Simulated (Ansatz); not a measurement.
Cost and result for the atomization energy of BCl₃H₂O₃Si (`OB(O)O[Si](Cl)(Cl)Cl`) (10 atoms, 9 bonds).

```xyz
10

O     0.8295   -0.8373   -1.3436
B     0.8453    0.3280   -0.6493
O     1.7390    1.3084   -0.9490
O    -0.0611    0.5112    0.3727
Si   -1.2453   -0.3709    1.0247
Cl   -0.5221   -2.0963    1.7980
Cl   -2.0556    0.7369    2.5122
Cl   -2.6744   -0.7918   -0.3458
H     1.4964   -0.8695   -2.0331
H     1.6484    2.0810   -0.3869
```

Total charge 0; spin multiplicity 1. The structure was optimised at the PBE0-D4/def2-TZVP level. It is one conformer, not always the lowest. Program: Ansatz. All runs use 2 threads of an AMD EPYC 7R13 on a shared host and a share of an NVIDIA H100 80 GB. Times are those of one run each, without the atoms' runs, and a repeat can differ threefold. Electronic energies, without spin–orbit coupling; frozen cores. CCSD(T)/CBS adds CCSD(T) − MP2 in def2-TZVPP to the MP2 limit, and its time is that of the two runs behind it. T1 = 0.011. B3LYP takes the VWN-RPA correlation (the form of Gaussian; ORCA's B3LYP/G).

CCSD(T)/CBS is a level of theory with its own doubt, some kJ/mol a heavy atom from the limit and from the frozen cores, so smaller differences don't rank the functionals.

```csv
level,functions,wall time
PBE0-D4/def2-TZVPP,320,3.2 s
PBE-D4/def2-TZVPP (with forces),320,3.8 s
r2SCAN-D4/def2-TZVPP (with forces),320,3.9 s
B3LYP-D4/def2-TZVPP (with forces),320,4.5 s
ωB97X-V/def2-TZVPP,320,4.5 s
B2PLYP/def2-TZVPP,320,5 s
ωB97M-V/def2-TZVPP (with forces),320,6 s
MP2/def2-QZVPP,568,7.5 s
CCSD(T)/def2-TZVPP,320,14 s
CCSD(T)/CBS(def2),–,21 s
```

Task: What atomization energy does each give, and how far from CCSD(T)/CBS? (Estimate.)

Result: The calculation gave: 
| level | atomization (kcal/mol) | difference from CCSD(T)/CBS | per bond |
| --- | --- | --- | --- |
| PBE0-D4/def2-TZVPP | 1014.5 | -3.9 | -0.4 |
| PBE-D4/def2-TZVPP (with forces) | 1038.3 | 19.9 | 2.2 |
| r2SCAN-D4/def2-TZVPP (with forces) | 1025.9 | 7.5 | 0.8 |
| B3LYP-D4/def2-TZVPP (with forces) | 1004.8 | -13.6 | -1.5 |
| ωB97X-V/def2-TZVPP | 1018.0 | -0.4 | -0.1 |
| B2PLYP/def2-TZVPP | 1000.0 | -18.4 | -2.0 |
| ωB97M-V/def2-TZVPP (with forces) | 1023.9 | 5.5 | 0.6 |
| MP2/def2-QZVPP | 1052.8 | 34.4 | 3.8 |
| CCSD(T)/def2-TZVPP | 984.2 | -34.2 | -3.8 |
| CCSD(T)/CBS(def2) | 1018.4 | 0.0 | 0.0 |

From PBE to PBE0 (25 % exact exchange), in def2-TZVPP and without D4, the atomization energy moves by −22.5 kcal/mol: exact exchange takes away binding that semilocal exchange gives to molecules. In def2-TZVPP, CCSD(T) changes the Hartree–Fock value by +246.7 kcal/mol (the triples alone add +20.1 kcal/mol) and MP2 by +294.9 kcal/mol; breaking electron pairs costs correlation energy, which Hartree–Fock lacks. The D4 term adds +14.8 kcal/mol with B3LYP and +7.9 kcal/mol with PBE0; it sums over pairs of atoms, weighted by their polarisabilities, and B3LYP, whose exchange is more repulsive, gets the larger term.
